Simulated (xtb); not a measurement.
H₆O₃Si₂, SMILES O[SiH2][SiH](O)O. All values are semi-empirical tight-binding results from xtb (GFN2-xTB unless named), good for trends rather than for accurate numbers. The structure is a stationary point at GFN2-xTB. One conformer was computed; it need not be the lowest.

Optimised geometry:

```xyz
11

O      1.7854     1.1364     0.8816
Si     1.2269     0.4833    -0.5137
Si    -0.6208    -0.6369     0.2057
O     -1.7995     0.3209     0.8238
O     -1.2597    -1.2536    -1.1549
H      2.6023     1.6275     0.9112
H      1.0517     1.5797    -1.4846
H      2.2840    -0.3573    -1.0967
H     -0.4339    -1.7237     1.1836
H     -1.6141     0.8828     1.5689
H     -2.1837    -1.4891    -1.1748
```

| Quantity | Value |
|---|---|
| orbital gap | 4.72 eV |
| dipole moment | 1.63 D |
| zero-point energy | 41.2 kcal/mol |
| G − E(el) at 298.15 K (modified RRHO) | 20.8 kcal/mol |
| static polarisability (D4 model) | 74.2 bohr³ |
| solvation energy, GFN2-xTB/ALPB(water) | -10.2 kcal/mol |
| solvation energy, GFN2-xTB/ALPB(thf) | -12.9 kcal/mol |

**Question.** Give the atomic charges and the Wiberg bond orders between heavy atoms. (Estimate from the structure and the level; the computed values follow.)

**Answer.** charges (e) O1 -0.51, Si2 0.45, Si3 0.51, O4 -0.50, O5 -0.51, H6 0.29, H7 -0.10, H8 -0.12, H9 -0.10, H10 0.29, H11 0.30. Bond orders O1–Si2 1.17, Si2–Si3 0.78, Si3–O4 1.17, Si3–O5 1.16.
